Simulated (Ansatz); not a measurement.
Potential energy curve for SNa (cation, charge +1), lowest singlet found (which spin is the ground state isn't settled by this scan).

Computed with: RHF/aug-cc-pVDZ (Ansatz, a program for electronic structure); RMP2 = MP2 on RHF/aug-cc-pVDZ, frozen core (Ansatz); RCCSD = CCSD on RHF/aug-cc-pVDZ, frozen core run with Ansatz; RCCSD(T) = CCSD(T) on RHF/aug-cc-pVDZ, frozen core (Ansatz); RKS-BLYP = restricted BLYP/aug-cc-pVDZ (Ansatz); RKS-PBE = Ansatz with restricted PBE/aug-cc-pVDZ; FCI = full CI/aug-cc-pVDZ, frozen core in Ansatz.

All curves are set to zero at 2.95 Å and compared with full CI in the same basis at 2.95, 3.06, 3.22, 3.42, 3.66, 3.97, 4.30, 4.77, 5.38, 5.95, 6.84, 7.92, 9.18 Å.

### Question
Order the methods by the spread of their error (largest minus smallest) over these points.

### Answer
RMP2 has the smallest spread and RKS-PBE the largest. In order (mEh): RMP2 0.26, RHF 0.40, RCCSD 1.35, RCCSD(T) 1.80, RKS-BLYP 2.14, RKS-PBE 2.66.

Errors against full CI at some of the points (mEh):

```
method    3.66 Å  4.30 Å  5.95 Å  6.84 Å  9.18 Å
--------  ------  ------  ------  ------  ------
RMP2         0.0    -0.1    -0.2    -0.2    -0.2
RHF          0.2     0.1    -0.1    -0.1    -0.2
RCCSD       -0.3    -0.6    -1.1    -1.2    -1.4
RCCSD(T)    -0.4    -0.8    -1.5    -1.6    -1.8
RKS-BLYP     1.0     1.5     2.1     2.1     2.1
RKS-PBE      1.3     1.9     2.6     2.7     2.7
```

The restricted form behind RHF, RMP2, RKS-BLYP, RKS-PBE keeps the bonding electrons paired and can't separate into open-shell fragments. Also computed but left out beside FCI, since their determinant holds another spin at the minimum (<S²> over 0.7 above the pure value): UHF, UMP2, UCCSD, UCCSD(T), UKS-BLYP, UKS-PBE, UKS-B3LYP/6-31G*, UHF/LANL2DZ, UKS-M06-2X/6-31G*, UMP2/3-21G.
